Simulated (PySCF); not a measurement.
Magnetic susceptibility: `BrCCCCC(=O)O`, C5H9BrO2

Geometry (Å), atoms numbered from 1 in this order:
```xyz
17

O     1.6666    1.1227    1.2045
C     2.0233    0.4335    0.2887
O     3.1783    0.6339   -0.3581
C     1.2805   -0.7556   -0.2708
C    -0.1542   -0.8385    0.2428
C    -1.0280    0.2665   -0.3503
C    -2.4442    0.1713    0.1844
Br   -3.5953    1.5172   -0.6389
H     3.6567    1.3872    0.0232
H     1.3125   -0.6994   -1.3601
H     1.8412   -1.6454    0.0258
H    -0.5722   -1.8141   -0.0146
H    -0.1443   -0.7452    1.3304
H    -1.0426    0.1799   -1.4399
H    -0.6048    1.2392   -0.0918
H    -2.4821    0.3520    1.2577
H    -2.8984   -0.7931   -0.0430
```

Method: GIAO BHandHLYP/pcSseg-1 magnetisability, rotational g tensor and spin-rotation constants, non-relativistic, gas phase (PySCF 2.14.0). Geometry: GFN2-xTB.

The calculation is non-relativistic, which matters for the atoms heavier than Zn.

(1) How diamagnetic is it, and how anisotropic?

(2) Split it along the inertial axes a, b, c into diamagnetic and paramagnetic parts about the centre of mass, with the quadrupole moment.

(3) And the rotational g tensor?

## Answers

(1) Isotropic -1587 × 10⁻³⁰ J/T², or -95.6 × 10⁻⁶ cm³/mol; principal values -1754, -1537, -1469 × 10⁻³⁰ J/T², anisotropy 257 × 10⁻³⁰ J/T² (root of half the summed squared differences of the principal values). The susceptibility is in cgs units.

(2) 
| axis | χ (10⁻⁶ cm³/mol) | diamagnetic (10⁻⁶ cm³/mol) | paramagnetic (10⁻⁶ cm³/mol) | summed x² of all electrons (Å²) | quadrupole Θ (D Å) |
| --- | --- | --- | --- | --- | --- |
| a | -100.7 | -447.0 | 346.3 | 621.1 | +0.49 |
| b | -94.1 | -2797.8 | 2703.6 | 66.9 | +4.80 |
| c | -91.8 | -2918.8 | 2827.0 | 38.4 | -5.30 |

Anisotropies 2χaa − χbb − χcc = -15.4 and 2χbb − χaa − χcc = +4.2 × 10⁻⁶ cm³/mol. Θ is traceless in Buckingham's convention.

(3) 
```csv
axis,rotational constant (GHz),g,nuclear part,electronic part
a,3.7666,-0.0115,0.6012,-0.6127
b,0.3975,-0.0029,0.5019,-0.5048
c,0.3822,-0.0022,0.5055,-0.5077
```
Asymmetric top; isotopes 79Br, 12C, 1H, 16O; no vibrational averaging.
